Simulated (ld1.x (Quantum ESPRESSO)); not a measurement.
## Reading a pseudo-wave (Mg (Z = 12))

Columns: radius, all-electron u(r) and pseudo u(r) of the 2p shell (level -48.68 eV) of magnesium in the configuration [He] 2s2 2p6 3s1 3p1; PBE, scalar-relativistic, RRKJ scheme, ld1.x (Quantum ESPRESSO) 7.5.

| r (bohr) | all-electron | pseudo |
| --- | --- | --- |
| 0.042 | 0.0737 | 0.0290 |
| 0.085 | 0.2360 | 0.1152 |
| 0.128 | 0.4236 | 0.2489 |
| 0.170 | 0.6001 | 0.4109 |
| 0.212 | 0.7552 | 0.5875 |
| 0.255 | 0.8861 | 0.7659 |
| 0.298 | 0.9883 | 0.9262 |
| 0.340 | 1.0615 | 1.0539 |
| 0.382 | 1.1111 | 1.1468 |
| 0.425 | 1.1405 | 1.2041 |
| 0.467 | 1.1519 | 1.2262 |
| 0.510 | 1.1489 | 1.2202 |
| 0.552 | 1.1346 | 1.1937 |
| 0.595 | 1.1108 | 1.1535 |
| 0.638 | 1.0800 | 1.1067 |
| 0.680 | 1.0449 | 1.0591 |
| 0.722 | 1.0061 | 1.0122 |
| 0.765 | 0.9640 | 0.9658 |
| 0.807 | 0.9214 | 0.9216 |
| 0.850 | 0.8770 | 0.8770 |
| 0.892 | 0.8336 | 0.8336 |
| 0.935 | 0.7895 | 0.7895 |
| 0.977 | 0.7472 | 0.7472 |
| 1.020 | 0.7050 | 0.7050 |
| 1.062 | 0.6650 | 0.6650 |
| 1.105 | 0.6255 | 0.6255 |

(1) How many radial nodes do the two functions have?

(2) At about which radius was the pseudo-wave matched?

(3) Where does each function peak?

(4) Is the pseudo-wave norm-conserving?

Answers

(1) The all-electron 2p function has n − l − 1 = 0; the pseudo-wave has 0.

(2) 0.85 bohr, where the columns begin to agree (steps of 0.04 bohr).

(3) Outermost all-electron maximum near 0.47 bohr, pseudo maximum near 0.47 bohr (to the table’s step).

(4) Yes: the RRKJ scheme keeps the norm inside the radius equal to the all-electron one, which fixes the energy derivative of the logarithmic derivative at the level.
